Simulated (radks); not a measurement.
The numbers below are computed, except where a source is named.
Spherical quantum dot in the effective-mass picture: electrons in a parabolic well V = omega^2 r^2 / 2 with omega = 0.669, all in effective atomic units (hartree* = m*/eps^2 hartree, bohr* = eps/m* bohr), one dielectric constant everywhere. Level of theory: non-relativistic Kohn-Sham, r2SCAN, spin-polarised, spherical densities, generalised Kohn-Sham scheme (a radial shooting solver with Libxc functionals). Levels are named by radial order and angular momentum (1s, 1p, 1d, 2s, ...), and open shells are averaged over m. Each electron was tried in the lowest free levels, single moves between levels near the top were tried too, and the lowest total energy was kept; such a search can miss a lower state. The series stops at N = 13: beyond it a trial failed or the search could not be trusted, so later rows were left out. At N = 1 the Hartree and exchange-correlation terms need not cancel, so that row can carry a self-interaction error.

N,open shells,2S,E (hartree*),addition energy mu(N+1) - mu(N) (hartree*),e(HOMO) (hartree*),rms radius (bohr*)
1,"1s(up 1, down 0)",1,1.00462,0.5891,1.2208,1.498
2,none,0,2.59831,0.9806,1.7976,1.613
3,"1p(up 1, down 0)",1,5.17256,0.3543,2.7479,1.829
4,"1p(up 2, down 0)",2,8.10113,0.3663,3.1112,1.956
5,"1p(up 3, down 0)",3,11.3960,0.5039,3.4781,2.052
6,"1p(up 3, down 1)",2,15.1948,0.3189,3.9562,2.139
7,"1p(up 3, down 2)",1,19.3124,0.3277,4.2807,2.213
8,none,0,23.7577,0.7780,4.6100,2.279
9,"1d(up 1, down 0)",1,28.9810,0.2893,5.3675,2.367
10,"1d(up 2, down 0)",2,34.4937,0.2904,5.6579,2.442
11,"1d(up 3, down 0)",3,40.2966,0.2892,5.9479,2.510
12,"1d(up 4, down 0)",4,46.3888,0.2869,6.2360,2.571
13,"1d(up 5, down 0)",5,52.7677,-,6.5215,2.627

All shells are closed at N = 2, 8 (there: 1s2 1p6); the second difference of the energy has clear peaks (12 % above both neighbours; the first and last values, which can be the largest, are not judged, and half-filled shells can peak too) at N = 2, 5, 8.
